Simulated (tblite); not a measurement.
A geometry optimisation, step by step.

Species: C₄H₉FS₂Si.
SMILES with atom numbers: `[CH3:1][S:2]/[CH:3]=[C:4](/[SiH2:5][F:6])[S:7][CH3:8]` (hydrogens: H9, H10, H11 on C1; H12 on C3; H13, H14 on Si5; H15, H16, H17 on C8)

Computed with GFN2-xTB (tblite), gas phase: L-BFGS steps from a force-field or distance-geometry start until the largest atomic force falls under 0.01 eV/Å. 8 of its 74 geometries are shown.

Step 0: E = -710.9675 eV, largest atomic force 1.584 eV/Å
```
atom  x, y, z in Å  |  force x, y, z in eV/Å
C1      3.286   -0.121   -0.456    0.063  -0.315  -0.415
S2      1.820    0.519    0.405    0.287   0.197   0.171
C3      0.587   -0.473   -0.284   -1.080  -0.127   0.124
C4     -0.722   -0.460    0.067    0.984  -0.715  -1.015
Si5    -1.954   -1.626   -0.733   -0.776   0.122   0.282
F6     -1.215   -2.305   -1.996   -0.042  -0.009   0.019
S7     -1.405    0.527    1.343   -0.075   0.406   0.730
C8     -1.592    2.099    0.472   -0.538   0.604  -0.316
H9      3.415   -1.188   -0.254   -0.111   0.212   0.029
H10     4.163    0.413   -0.103   -0.126   0.089   0.078
H11     3.174    0.037   -1.535    0.009  -0.005   0.256
H12     0.895   -1.145   -1.080    0.076   0.201   0.169
H13    -3.134   -0.867   -1.235    0.523  -0.305   0.059
H14    -2.384   -2.696    0.190    0.212   0.234  -0.324
H15    -2.060    2.834    1.141    0.176  -0.428  -0.044
H16    -0.634    2.488    0.154    0.232  -0.069  -0.012
H17    -2.247    1.974   -0.400    0.184  -0.092   0.209
```

Step 10: E = -711.0684 eV, largest atomic force 0.091 eV/Å
```
atom  x, y, z in Å  |  force x, y, z in eV/Å
C1      3.270   -0.127   -0.466   -0.008   0.028   0.034
S2      1.819    0.525    0.420    0.017   0.027   0.008
C3      0.573   -0.469   -0.281   -0.033   0.002   0.005
C4     -0.719   -0.478    0.051   -0.026  -0.043   0.014
Si5    -1.996   -1.618   -0.712   -0.009  -0.046  -0.048
F6     -1.258   -2.307   -1.977   -0.033   0.012   0.033
S7     -1.349    0.560    1.374    0.063  -0.023  -0.025
C8     -1.586    2.113    0.453    0.044  -0.027   0.029
H9      3.391   -1.184   -0.248   -0.029   0.000   0.017
H10     4.126    0.425   -0.093    0.019   0.007   0.007
H11     3.167    0.035   -1.535   -0.058   0.016   0.011
H12     0.933   -1.112   -1.070   -0.023  -0.025  -0.048
H13    -3.113   -0.873   -1.282    0.053  -0.036   0.031
H14    -2.361   -2.718    0.171    0.005   0.079  -0.045
H15    -2.048    2.799    1.153    0.000   0.059   0.003
H16    -0.618    2.488    0.139    0.012   0.032  -0.029
H17    -2.237    1.952   -0.400    0.005  -0.062   0.005
```

Step 21: E = -711.0769 eV, largest atomic force 0.050 eV/Å
```
atom  x, y, z in Å  |  force x, y, z in eV/Å
C1      3.249   -0.114   -0.452    0.012   0.000  -0.007
S2      1.798    0.533    0.430   -0.035  -0.019  -0.006
C3      0.571   -0.473   -0.293   -0.004   0.006  -0.008
C4     -0.717   -0.488    0.053    0.007  -0.018  -0.007
Si5    -1.997   -1.621   -0.720    0.007   0.033   0.026
F6     -1.272   -2.319   -1.984    0.010   0.009   0.016
S7     -1.285    0.567    1.391    0.014  -0.040  -0.026
C8     -1.559    2.104    0.455   -0.005  -0.004  -0.001
H9      3.362   -1.172   -0.231    0.003   0.003  -0.008
H10     4.112    0.433   -0.089    0.001   0.021   0.016
H11     3.130    0.049   -1.519    0.002  -0.006  -0.001
H12     0.930   -1.107   -1.093   -0.012   0.028   0.022
H13    -3.105   -0.872   -1.293   -0.007   0.006   0.001
H14    -2.372   -2.709    0.167   -0.015   0.004   0.001
H15    -2.027    2.800    1.144    0.012  -0.005  -0.013
H16    -0.606    2.499    0.114   -0.006  -0.023  -0.011
H17    -2.220    1.901   -0.383    0.016   0.005   0.007
```

Step 31: E = -711.0791 eV, largest atomic force 0.050 eV/Å
```
atom  x, y, z in Å  |  force x, y, z in eV/Å
C1      3.245   -0.103   -0.446    0.007   0.001  -0.006
S2      1.786    0.531    0.432   -0.033  -0.024  -0.017
C3      0.568   -0.475   -0.304    0.012   0.007   0.011
C4     -0.716   -0.498    0.053    0.007  -0.006  -0.012
Si5    -2.010   -1.613   -0.715    0.011   0.011   0.008
F6     -1.265   -2.312   -1.967   -0.021  -0.018  -0.022
S7     -1.271    0.554    1.396    0.000   0.001   0.006
C8     -1.544    2.086    0.450   -0.002   0.000  -0.002
H9      3.367   -1.160   -0.228    0.011   0.012   0.007
H10     4.099    0.454   -0.076    0.011  -0.002  -0.011
H11     3.127    0.058   -1.514    0.015   0.013   0.004
H12     0.928   -1.096   -1.113   -0.022   0.026   0.036
H13    -3.112   -0.858   -1.292    0.007   0.001  -0.007
H14    -2.401   -2.695    0.171   -0.015  -0.008   0.006
H15    -2.002    2.791    1.136    0.013  -0.005  -0.017
H16    -0.593    2.470    0.095   -0.007  -0.018   0.003
H17    -2.213    1.879   -0.381    0.006   0.008   0.013
```

Step 42: E = -711.0811 eV, largest atomic force 0.037 eV/Å
```
atom  x, y, z in Å  |  force x, y, z in eV/Å
C1      3.251   -0.084   -0.442   -0.008   0.003   0.002
S2      1.780    0.531    0.435   -0.009  -0.024  -0.026
C3      0.562   -0.476   -0.304    0.022   0.001   0.004
C4     -0.719   -0.511    0.061    0.017  -0.018  -0.015
Si5    -2.023   -1.611   -0.713   -0.004   0.003  -0.004
F6     -1.297   -2.328   -1.966    0.002  -0.010   0.000
S7     -1.273    0.539    1.406   -0.007   0.013  -0.012
C8     -1.529    2.064    0.445    0.002  -0.002   0.003
H9      3.387   -1.139   -0.224   -0.001   0.015  -0.001
H10     4.096    0.484   -0.067   -0.011  -0.004  -0.004
H11     3.139    0.079   -1.510   -0.007   0.006   0.014
H12     0.918   -1.085   -1.123    0.002   0.004   0.024
H13    -3.108   -0.839   -1.300   -0.003   0.013  -0.002
H14    -2.444   -2.681    0.175    0.002  -0.002   0.006
H15    -1.962    2.791    1.124    0.011  -0.006  -0.004
H16    -0.573    2.421    0.073   -0.013  -0.003   0.003
H17    -2.211    1.858   -0.375    0.006   0.012   0.012
```

Step 52: E = -711.0822 eV, largest atomic force 0.025 eV/Å
```
atom  x, y, z in Å  |  force x, y, z in eV/Å
C1      3.247   -0.067   -0.439   -0.005   0.006   0.006
S2      1.770    0.531    0.437    0.013  -0.020  -0.009
C3      0.566   -0.489   -0.303    0.006   0.000   0.002
C4     -0.717   -0.527    0.056    0.004   0.000  -0.001
Si5    -2.032   -1.612   -0.718    0.002  -0.003   0.004
F6     -1.321   -2.354   -1.965   -0.001   0.006   0.003
S7     -1.278    0.524    1.398   -0.004   0.019  -0.013
C8     -1.518    2.056    0.443    0.004  -0.003   0.002
H9      3.394   -1.122   -0.223   -0.004   0.015  -0.007
H10     4.087    0.508   -0.062   -0.006  -0.001  -0.006
H11     3.134    0.099   -1.507    0.000  -0.002   0.014
H12     0.931   -1.101   -1.115   -0.005   0.000   0.003
H13    -3.098   -0.814   -1.306    0.003  -0.016  -0.005
H14    -2.467   -2.667    0.180   -0.011   0.001  -0.004
H15    -1.927    2.790    1.129    0.010  -0.009   0.001
H16    -0.561    2.393    0.058   -0.010   0.002   0.001
H17    -2.217    1.865   -0.367    0.005   0.006   0.007
```

Step 63: E = -711.0828 eV, largest atomic force 0.021 eV/Å
```
atom  x, y, z in Å  |  force x, y, z in eV/Å
C1      3.246   -0.057   -0.438   -0.008   0.004   0.006
S2      1.766    0.521    0.445    0.019   0.003   0.004
C3      0.567   -0.500   -0.301   -0.018  -0.006   0.003
C4     -0.718   -0.535    0.052   -0.017   0.006   0.010
Si5    -2.036   -1.617   -0.719   -0.006  -0.004  -0.007
F6     -1.326   -2.366   -1.962    0.004  -0.004   0.011
S7     -1.278    0.522    1.392    0.003   0.011  -0.017
C8     -1.510    2.057    0.442    0.003  -0.004   0.004
H9      3.404   -1.111   -0.228    0.003   0.009  -0.007
H10     4.081    0.525   -0.060   -0.006  -0.004  -0.007
H11     3.127    0.113   -1.505    0.005  -0.002   0.009
H12     0.937   -1.115   -1.108   -0.001  -0.005  -0.008
H13    -3.096   -0.820   -1.319    0.002   0.000  -0.002
H14    -2.493   -2.663    0.181    0.012   0.007  -0.008
H15    -1.901    2.792    1.138    0.006  -0.003  -0.005
H16    -0.554    2.386    0.046   -0.007  -0.006   0.005
H17    -2.222    1.880   -0.360    0.006   0.000   0.010
```

Step 73: E = -711.0831 eV, largest atomic force 0.010 eV/Å
```
atom  x, y, z in Å  |  force x, y, z in eV/Å
C1      3.244   -0.049   -0.438   -0.003  -0.002   0.000
S2      1.761    0.508    0.454    0.003   0.007   0.006
C3      0.562   -0.510   -0.298   -0.005  -0.001  -0.001
C4     -0.724   -0.537    0.051   -0.004   0.000   0.007
Si5    -2.041   -1.619   -0.724    0.002  -0.004   0.002
F6     -1.320   -2.382   -1.952    0.001   0.004   0.000
S7     -1.278    0.522    1.391   -0.003   0.002  -0.006
C8     -1.502    2.060    0.443    0.000  -0.001   0.001
H9      3.416   -1.103   -0.236    0.000  -0.002  -0.001
H10     4.073    0.540   -0.060   -0.002  -0.003  -0.001
H11     3.120    0.125   -1.503   -0.005   0.001  -0.001
H12     0.932   -1.127   -1.104    0.003   0.000  -0.006
H13    -3.096   -0.825   -1.337    0.009  -0.002  -0.003
H14    -2.504   -2.660    0.177    0.002   0.003   0.002
H15    -1.877    2.800    1.143    0.003  -0.002  -0.004
H16    -0.547    2.378    0.037   -0.003  -0.006   0.003
H17    -2.225    1.891   -0.350    0.004   0.003   0.003
```

Question: Summarise the path.

Answer: The energy falls by 2.67 kcal/mol from step 0 to step 73; nine tenths of that is first reached at step 13. It falls at every step. The largest force goes from 1.584 to 0.010 eV/Å. Among the bonds C4–S7 changes most, from 1.752 to 1.795 Å; the atoms move by 0.117 Å rms after alignment.

What follows is the cost of the whole relaxation. Hardware: one thread of an Arm Neoverse N1, no GPU, shared host with 64 logical CPUs at a one-minute load of 53. Cost: 1.0 s wall.
